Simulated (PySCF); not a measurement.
# Atomic charges against the basis set

Species: CH8B3NO.
Structure used (PBE0-D3(BJ)/def2-SVP), in Å, numbered top down from 1:
```xyz
14
CH8B3NO angstrom
B     -2.048    0.735   -0.311
N     -1.044    0.354    0.570
C     -0.502   -0.970    0.775
B      0.998   -1.177    0.327
O      1.647   -0.187   -0.290
B      2.060    0.896   -0.953
H     -2.351    1.904   -0.379
H     -2.590   -0.114   -0.984
H     -0.585    1.073    1.120
H     -0.611   -1.298    1.827
H     -1.104   -1.696    0.198
H      1.584   -2.218    0.523
H      2.598    1.783   -0.328
H      1.901    0.942   -2.151
```

PBE0 throughout (PySCF), one geometry, spherical d and f functions. One conformer (not necessarily the lowest) at the PBE0-D3(BJ)/def2-SVP geometry, without solvent, vibrations or thermal averaging. Atoms taken as equivalent share a column and are averaged. The first 7 of 11 kinds of atom are listed.

Mulliken charges (e):

```json
{"basis": "STO-3G", "functions": "38", "B1": "+0.141", "N2": "-0.363", "C3": "-0.168", "B4": "+0.291", "O5": "-0.254", "B6": "+0.208", "H7/H8": "-0.065"}
{"basis": "6-31G", "functions": "70", "B1": "+0.209", "N2": "-0.653", "C3": "-0.370", "B4": "+0.519", "O5": "-0.532", "B6": "+0.337", "H7/H8": "-0.053"}
{"basis": "pcSseg-0", "functions": "70", "B1": "+0.176", "N2": "-0.766", "C3": "-0.599", "B4": "+0.670", "O5": "-0.647", "B6": "+0.341", "H7/H8": "-0.006"}
{"basis": "6-31G*", "functions": "100", "B1": "+0.052", "N2": "-0.512", "C3": "-0.362", "B4": "+0.312", "O5": "-0.231", "B6": "+0.149", "H7/H8": "-0.031"}
{"basis": "cc-pVDZ", "functions": "124", "B1": "-0.103", "N2": "-0.037", "C3": "-0.004", "B4": "+0.068", "O5": "+0.059", "B6": "+0.043", "H7/H8": "-0.052"}
{"basis": "def2-SVP", "functions": "124", "B1": "-0.057", "N2": "-0.160", "C3": "+0.001", "B4": "+0.071", "O5": "+0.006", "B6": "+0.087", "H7/H8": "-0.044"}
{"basis": "6-311+G(2d,p)", "functions": "210", "B1": "+0.022", "N2": "-0.229", "C3": "-0.551", "B4": "+0.705", "O5": "-0.668", "B6": "+0.163", "H7/H8": "-0.028"}
{"basis": "aug-cc-pVDZ", "functions": "210", "B1": "-1.339", "N2": "-0.139", "C3": "+0.924", "B4": "-0.207", "O5": "-0.477", "B6": "-0.782", "H7/H8": "+0.571"}
{"basis": "def2-TZVP", "functions": "234", "B1": "-0.076", "N2": "-0.254", "C3": "-0.198", "B4": "+0.116", "O5": "-0.185", "B6": "+0.086", "H7/H8": "-0.009"}
{"basis": "IGLO-III", "functions": "290", "B1": "+0.212", "N2": "-0.355", "C3": "-0.321", "B4": "+0.486", "O5": "-0.516", "B6": "+0.356", "H7/H8": "-0.083"}
{"basis": "cc-pVTZ", "functions": "292", "B1": "-0.142", "N2": "-0.096", "C3": "-0.110", "B4": "+0.087", "O5": "-0.050", "B6": "+0.016", "H7/H8": "-0.016"}
{"basis": "pcSseg-2", "functions": "328", "B1": "+0.334", "N2": "-0.554", "C3": "+0.092", "B4": "+0.521", "O5": "-0.723", "B6": "+0.472", "H7/H8": "-0.097"}
```

IAO charges (e):

| basis | functions | B1 | N2 | C3 | B4 | O5 | B6 | H7/H8 |
| --- | --- | --- | --- | --- | --- | --- | --- | --- |
| STO-3G | 38 | +0.004 | -0.310 | -0.311 | +0.231 | -0.239 | +0.127 | -0.014 |
| 6-31G | 70 | -0.048 | -0.340 | -0.324 | +0.266 | -0.302 | +0.137 | -0.003 |
| pcSseg-0 | 70 | -0.059 | -0.322 | -0.318 | +0.261 | -0.282 | +0.134 | -0.005 |
| 6-31G* | 100 | -0.025 | -0.346 | -0.309 | +0.290 | -0.323 | +0.170 | -0.010 |
| cc-pVDZ | 124 | -0.053 | -0.334 | -0.307 | +0.276 | -0.308 | +0.148 | -0.004 |
| def2-SVP | 124 | -0.044 | -0.329 | -0.304 | +0.280 | -0.304 | +0.159 | -0.009 |
| 6-311+G(2d,p) | 210 | -0.044 | -0.349 | -0.317 | +0.284 | -0.317 | +0.157 | -0.004 |
| aug-cc-pVDZ | 210 | -0.050 | -0.345 | -0.314 | +0.278 | -0.309 | +0.150 | -0.003 |
| def2-TZVP | 234 | -0.043 | -0.350 | -0.317 | +0.287 | -0.320 | +0.160 | -0.005 |
| IGLO-III | 290 | -0.044 | -0.351 | -0.318 | +0.286 | -0.319 | +0.158 | -0.004 |
| cc-pVTZ | 292 | -0.044 | -0.349 | -0.317 | +0.287 | -0.320 | +0.159 | -0.005 |
| pcSseg-2 | 328 | -0.041 | -0.351 | -0.317 | +0.288 | -0.320 | +0.161 | -0.005 |

Some averages cover members that differ in this geometry, most widely: H7/H8, Mulliken in aug-cc-pVDZ +0.477 to +0.665 e.

Question: Which scheme is steadiest as the basis changes?

Answer: Largest range over the bases for any column: IAO 0.08 e, Mulliken 1.67 e. IAO charges move least and Mulliken charges most, counted in e. Without the minimal STO-3G basis the ranges are IAO 0.04, Mulliken 1.67 e.

Question: How much do the charges still move between the two largest bases, cc-pVTZ and pcSseg-2?

Answer: At most, over all atoms: Mulliken 0.673 e, IAO 0.003 e.

Question: What do the same runs give for the total energy, the frontier levels and the dipole moment?

Answer: 
```tsv
basis	energy (Eh)	HOMO (eV)	LUMO (eV)	μ (D)
STO-3G	-244.1191	-5.65	2.42	2.17
6-31G	-247.1563	-7.54	-0.40	1.91
pcSseg-0	-246.6839	-7.84	-0.69	1.96
6-31G*	-247.2207	-7.50	-0.33	1.91
cc-pVDZ	-247.2367	-7.62	-0.63	1.91
def2-SVP	-247.0489	-7.69	-0.66	1.94
6-311+G(2d,p)	-247.2979	-7.72	-0.86	1.78
aug-cc-pVDZ	-247.2479	-7.71	-0.88	1.78
def2-TZVP	-247.3179	-7.72	-0.78	1.81
IGLO-III	-247.3244	-7.72	-0.85	1.78
cc-pVTZ	-247.3127	-7.71	-0.74	1.83
pcSseg-2	-247.3206	-7.73	-0.82	1.79
```

The dipole is fixed by the density alone, so its range of 0.39 D shows that the density itself changes with the basis, not only its division among atoms.
